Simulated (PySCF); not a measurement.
Below is a simulated gas-phase Cl 2p photoelectron spectrum of Ga(PH3)Cl3, `[PH3]->[Ga]([Cl])([Cl])[Cl]`.

Every computed line was given a Gaussian of 0.4 eV full width at half maximum and an area set by the number of equivalent atoms (split 2:1 within a doublet); the highest printed point is 100. Theory: PySCF, delta-SCF UKS SCAN, pcX-2 on the ionised atom, pcseg-1 elsewhere, spin-free X2C.

binding energy (eV), intensity and a bar:
```
    204.8          1 
    204.9          3 #
    205.0         13 ####
    205.1         36 ###########
    205.2         71 #####################
    205.3        100 ##############################
    205.4        100 ##############################
    205.5         70 #####################
    205.6         35 ###########
    205.7         12 ####
    205.8          3 #
    205.9          1 
    206.0          0 
    206.1          0 
    206.2          0 
    206.3          0 
    206.4          0 
    206.5          1 
    206.6          3 #
    206.7         11 ###
    206.8         26 ########
    206.9         43 #############
    207.0         52 ################
    207.1         44 #############
    207.2         27 ########
    207.3         11 ###
    207.4          3 #
    207.5          1 
    207.6          0
```

**Question.** How many maxima does the curve show, and how many computed lines lie under it?

**Answer.** The curve has 2 maxima (at 205.3 and 207.0 eV). Under it lie 2 lines from 1 inequivalent chlorine site, drawn as a 2p3/2, 2p1/2 pair.

**Question.** Decompose the envelope and assign each component. Bonds: Ga1–P2, Ga1–Cl6, Ga1–Cl7, Ga1–Cl8. Hydrogens: H3, H4, H5 on P2.

**Answer.** 
```json
{"position (eV)": "205.35", "relative area": "2.00", "line": "Cl 2p3/2", "atoms": "Cl6/Cl7/Cl8", "environment": "chlorine bonded to Ga"}
{"position (eV)": "207.00", "relative area": "1.00", "line": "Cl 2p1/2", "atoms": "Cl6/Cl7/Cl8", "environment": "chlorine bonded to Ga"}
```

No satellites, vibrations or lifetime broadening are included. Atoms equivalent by their bonding share one computed value, that of the first of them. The 2p values aren't plain energy differences: one relaxed spin-free 2p hole is combined with a matrix within the shell (ground-state 2p orbital-energy differences and spin–orbit coupling). 2p3/2, the mean of its two sublevels, lies a third of the splitting below the shell's mean and 2p1/2 two thirds above it; the statistical areas are 2:1. 2p1/2 minus 2p3/2 (ligand field included): Cl 1.65 eV. Isolated species at its PBE0-D3(BJ)/def2-SVP geometry, gas phase.
